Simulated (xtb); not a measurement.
xtb input:

```bash
xtb mol.xyz --gfn 2 --ohess tight --chrg -1 --uhf 0
```
mol.xyz:
```
8

C     -0.90764026     0.14422486     0.04601782
C      0.33321345    -0.64738361    -0.26122367
N      1.46328119    -0.13588600     0.38477389
C      2.39661749     0.35395425     0.89430535
H     -0.81824149     1.16172334    -0.30861013
H     -1.11024487     0.20230442     1.09939038
H     -1.79125334    -0.28615635    -0.42129684
H      0.47542472    -0.66961954    -1.33192610
```

Q: Which total energy does the run end on?

A: -11.43599 Eh (GFN2-xTB).

It need not be the lowest isomer of its formula. Whether it binds its extra electron was not tested at this geometry.
